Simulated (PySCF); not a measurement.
Input for PySCF: R-BP86/6-31G* on CH4Mg (SMILES [CH3][MgH]), a point of a bond scan (R = 1.364 Å).

```python
from pyscf import gto, scf, dft, mp
from pyscf.data.elements import chemcore

mol = gto.M(
    atom='''
    Mg   -0.72811638   -0.38870869   -0.10748715
    H    -1.92092183   -1.02549404   -0.28357337
    C     1.09920338    0.58681540    0.16226835
    H     1.57194580    0.30753294    1.10855994
    H     0.98072795    1.67440410    0.17040784
    H     1.80862578    0.34636524   -0.63513709
    ''',
    basis='6-31g*',
    cart=True,
    charge=0, spin=0, verbose=3, max_memory=1800)
mf = dft.RKS(mol, xc='b88,p86')
mf.conv_tol = 1e-8
mf.max_cycle = 100
mf.kernel()
if not mf.converged:
    mf = mf.newton().run(mf.mo_coeff, mf.mo_occ)
```

Predict the final total energy.

-240.5209 hartree.
